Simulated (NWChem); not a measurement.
System: GeHSCl3; SMILES [SH][Ge]([Cl])([Cl])[Cl]

Here is an NWChem input.

```
start job
memory heap 200 mb stack 900 mb global 1100 mb
geometry units angstroms noautosym nocenter noautoz
  S     -0.005798     2.229494    -0.068332
  Ge     0.005735     0.009376     0.010880
  Cl     1.148027    -0.752827     1.685668
  Cl    -2.044179    -0.630726     0.209462
  Cl     0.851882    -0.878006    -1.774428
  H      1.339662     2.309158    -0.185413
end
basis spherical
  * library cc-pvtz
end
dft
  xc xcamb88 1.00 lyp 0.81 vwn_5 0.19 hfexch 1.00
  cam 0.33 cam_alpha 0.19 cam_beta 0.46
  iterations 150
  semidirect filesize 400000000
end
property
  efieldgrad
end
task dft property
```

NWChem printed, in part:

```
             Northwest Computational Chemistry Package (NWChem) 7.3.0
             --------------------------------------------------------

                             Geometry "geometry" -> ""
                             -------------------------

 Output coordinates in angstroms (scale by  1.889725989 to convert to a.u.)

  No.       Tag          Charge          X              Y              Z
 ---- ---------------- ---------- -------------- -------------- --------------
    1 S                   16.0000    -0.00579800     2.22949400    -0.06833200
    2 Ge                  32.0000     0.00573500     0.00937600     0.01088000
    3 Cl                  17.0000     1.14802700    -0.75282700     1.68566800
    4 Cl                  17.0000    -2.04417900    -0.63072600     0.20946200
    5 Cl                  17.0000     0.85188200    -0.87800600    -1.77442800
    6 H                    1.0000     1.33966200     2.30915800    -0.18541300

 Effective nuclear repulsion energy (a.u.)     791.5934352636

                              NWChem Property Module
                              ----------------------

  itol2e modified to match energy
  convergence criterion.

                                 NWChem DFT Module
                                 -----------------

 Summary of "ao basis" -> "ao basis" (spherical)
 ------------------------------------------------------------------------------
       Tag                 Description            Shells   Functions and Types
 ---------------- ------------------------------  ------  ---------------------
 S                          cc-pvtz                 12       34   5s4p2d1f
 Ge                         cc-pvtz                 15       43   6s5p3d1f
 Cl                         cc-pvtz                 12       34   5s4p2d1f
 H                          cc-pvtz                  6       14   3s2p1d

  itol2e modified to match energy
  convergence criterion.

[...]

          -----------------------
          Electric field gradient
          -----------------------

 1 a.u. = 0.324123 10**(16) esu/cm**3  ( or statvolts/cm**2 ) = 0.97174 10**(22) v/m**2

 ------------------------------------------------------------
   Atom      X         Y         Z
 ------------------------------------------------------------
    1 S   -0.01096   4.21313  -0.12913
 ------------------------------------------------------------

 Electric field gradient in molecular frame (a.u.)
         XX             YY             ZZ             XY             XZ             YZ
 ------------------------------------------------------------------------------------------
       -1.073801      -1.307385       2.381186      -0.581224       0.317161       0.183612

 Principal components (a.u.) and orientation
 of principal axis w.r.t. absolute frame                      Asymmetry parameter eta
 --------------------------------------------------------------------------------------
        2.414737      -1.811589      -0.603149                       0.500444

        0.084546       0.638218       0.765199
        0.035919       0.765498      -0.642435
        0.995772      -0.081801      -0.041796

 ------------------------------------------------------------
   Atom      X         Y         Z
 ------------------------------------------------------------
    2 Ge   0.01084   0.01772   0.02056
 ------------------------------------------------------------

 Electric field gradient in molecular frame (a.u.)
         XX             YY             ZZ             XY             XZ             YZ
 ------------------------------------------------------------------------------------------
       -0.281221       0.541100      -0.259880      -0.001472       0.001744      -0.028761

 Principal components (a.u.) and orientation
 of principal axis w.r.t. absolute frame                      Asymmetry parameter eta
 --------------------------------------------------------------------------------------
        0.542134      -0.281363      -0.260771                       0.037983

       -0.001862       0.996602       0.082345
        0.999356      -0.001097       0.035873
       -0.035841      -0.082359       0.995958

 ------------------------------------------------------------
   Atom      X         Y         Z
 ------------------------------------------------------------
    3 Cl   2.16946  -1.42264   3.18545
 ------------------------------------------------------------

 Electric field gradient in molecular frame (a.u.)
         XX             YY             ZZ             XY             XZ             YZ
 ------------------------------------------------------------------------------------------
        0.188578       0.862678      -1.051255       0.697644      -1.632285       1.102759

 Principal components (a.u.) and orientation
 of principal axis w.r.t. absolute frame                      Asymmetry parameter eta
 --------------------------------------------------------------------------------------
       -2.660072       1.381119       1.278953                       0.038407

        0.528808      -0.330007       0.781957
       -0.347171       0.756610       0.554088
        0.774490       0.564479      -0.285533

 ------------------------------------------------------------
   Atom      X         Y         Z
 ------------------------------------------------------------
    4 Cl  -3.86294  -1.19190   0.39583
 ------------------------------------------------------------

[...]
```

Level: CAM-B3LYP/cc-pVTZ. Structure relaxed at the B3LYP/6-31G* (spherical d) level. NWChem prints the field gradient with the sign opposite to the second derivative of the potential.
